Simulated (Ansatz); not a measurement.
Consider the substitution at a C–O bond: `OCS[SiH3]` + `O[SiH3]` → `[SiH3]OCS[SiH3]` + H₂O.

Computed with Ansatz on PBE0-D4/def2-TZVP structures; ΔE is electronic, products minus reactants. CBS: MP2 limit from def2 TZ/QZ plus the TZ coupled-cluster correction, frozen cores. This one scheme is used for every species. DFT in def2-TZVPP. Each species was taken in one conformer, which may not be the lowest.

CCSD(T)/CBS gives -0.9 kJ/mol.

(1) Another level gave +6.7 kJ/mol. Which?
A. revPBE/def2-TZVPP
B. ωB97X-V/def2-TZVPP
C. BHLYP-D4/def2-TZVPP
D. BHLYP/def2-TZVPP

Largest T1 diagnostic among the species: 0.012.

Results:

(1) D. BHLYP 6.7, ωB97X-V 2.6, BHLYP-D4 -1.4, revPBE 12.8 kJ/mol.

From BLYP to BHLYP (50 % exact exchange), in def2-TZVPP and without D4, ΔE moves by −4.6 kJ/mol. Leaving LDA and LC-ωPBE aside and taking each functional with its dispersion term where it has one, the values, not all of them listed here, spread over 7.4 kJ/mol, from BHLYP-D4 to r2SCAN-D4. LDA lies −3.7 kJ/mol from PBE without D4.
